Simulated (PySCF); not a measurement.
C5H6BN, SMILES C#CC1=CCB1N. Geometry: B3LYP-D3(BJ)/def2-SVP. This is a generated structure with no PubChem entry under its InChIKey; it may be hypothetical. The values are those of a single conformer.

Computed with B3LYP-D3(BJ)/def2-SVP in PySCF.

Harmonic wavenumbers (cm⁻¹): 105, 127, 178, 307, 418, 517, 526, 556, 574, 643, 666, 671, 676, 779, 847, 916, 936, 1063, 1092, 1154, 1189, 1257, 1417, 1458, 1602, 1632, 2202, 3021, 3061, 3122, 3472, 3586, 3685. Rotational constants (GHz): 4.651, 1.985, 1.404; symmetry number 1.

Task: Work out the zero-point energy and the ideal-gas rigid-rotor harmonic-oscillator thermochemistry at 298.15 K and 1 atm.

Result: ZPE = ½ Σ hcν = ½ × 43454 cm⁻¹ = 259.91 kJ/mol. H − E(el) = 281.31 kJ/mol. Entropy in J/(mol K): translation 164.99, rotation 115.51, vibration 65.22, total 345.73. G − E(el) = 178.23 kJ/mol. Cp = 120.10 J/(mol K). Modes under 150 cm⁻¹ make the vibrational entropy uncertain.
